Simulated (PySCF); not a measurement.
# Ionising CdBi

PBE0; basis Cd def2-SVP with ECP28, Bi def2-SVP with ECP60; scalar-relativistic core potentials; PySCF 2.14. Neutral (UKS): quartet (σ ↑, π ↑↑), Re = 3.130 Å, ωe = 68.9 cm⁻¹, De = 0.20 eV, HOMO -5.10 eV, LUMO -2.60 eV.

CdBi⁺ (UKS): triplet (π ↑↑), Re = 2.867 Å, ωe = 127 cm⁻¹. The energies at the minima are -382.35475 hartree for CdBi and -382.10373 for CdBi⁺.

Q: Work out the adiabatic ionisation energy, without and with harmonic zero-point energies (1 hartree = 27.2114 eV, 1 eV = 8065.5 cm⁻¹), and the change of the bond length.

A: At PBE0: 0.25102 hartree = 6.831 eV between the minima; the zero-point term (127.0 − 68.9)/2 cm⁻¹ = +0.004 eV makes it 6.834 eV. Re changes by -26.3 pm against the neutral. The electron leaves a σ orbital, and the shorter bond of the ion fits an antibonding orbital, or a change in how ionic the bond is.

Weak bonds: CdBi. Basis-set superposition, not corrected here, can be much of De in a small basis, most of all at correlated wavefunction levels. Spin–orbit coupling is left out, which matters for elements this heavy, above all for dissociation energies. States were picked by a PBE0 search and need not be the measured ground states.
